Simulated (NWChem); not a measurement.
Species: CH₈OSi₂; SMILES [SiH2]([SiH2]C)O

```xyz
12

C      1.0232    -2.0083    -0.3181
Si    -0.4913    -1.0465     0.2986
Si    -0.4920     1.2195    -0.3473
O      0.7874     2.0927     0.3025
H      0.9968    -3.0446     0.0365
H      1.9524    -1.5513     0.0391
H      1.0576    -2.0259    -1.4129
H     -1.7417    -1.6813    -0.2188
H     -0.5564    -1.1249     1.7911
H     -0.3211     1.3461    -1.8191
H     -1.8112     1.8257     0.0172
H      0.8429     2.1044     1.2681
```
Atoms are numbered in this order, from 1.

The geometry was optimised at B3LYP/6-31G* (spherical d).

Give the principal values of the shielding tensors (ppm) of C1, Si2, Si3, O4 from PBE0/pcSseg-1, GIAO (NWChem), with their diamagnetic and paramagnetic parts as GIAO splits them.


```csv
atom,σ11,σ22,σ33,isotropic,diamagnetic,paramagnetic
C1,190.5,196.6,200.3,195.8,254.3,-58.5
Si2,400.1,408.3,468.3,425.6,881.3,-455.7
Si3,294.9,344.8,460.6,366.8,879.5,-512.7
O4,282.7,330.2,391.2,334.7,390.8,-56.1
```
